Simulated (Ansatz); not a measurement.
Basis-set series for C2H4AlF (`F/C=[CH]/[AlH2]`). Charge 0, multiplicity 1. The geometry is a stationary point of PBE0-D4/def2-TZVP.

```xyz
8

F     1.6564   -1.8368    0.7543
C     0.8288   -1.0228    0.0901
C     0.1909   -0.0067    0.6561
Al   -0.9667    1.0699   -0.4463
H     0.7629   -1.3156   -0.9549
H     0.3714    0.1464    1.7182
H    -1.0831    0.6661   -1.9767
H    -1.7606    2.2995    0.1592
```

```tsv
functional	basis	functions	energy (Eh)	HOMO (eV)	LUMO (eV)
PBE0-D4	def2-TZVPP	191	-420.62361	-8.01	-1.67
PBE0-D4	def2-QZVPP	361	-420.64074	-8.03	-1.70
ωB97M-V	def2-TZVPP	191	-420.84840	-10.24	0.02
ωB97M-V	def2-QZVPP	361	-420.86486	-10.26	-0.12
```

(1) Give the rows for def2-SVP. (Estimate.)

Results:

(1) Computed: 
```tsv
functional	basis	functions	energy (Eh)	HOMO (eV)	LUMO (eV)
PBE0-D4	def2-SVP	80	-420.32901	-7.94	-1.63
ωB97M-V	def2-SVP	80	-420.54663	-10.14	0.13
```

Positive LUMOs are unbound and depend on the basis.
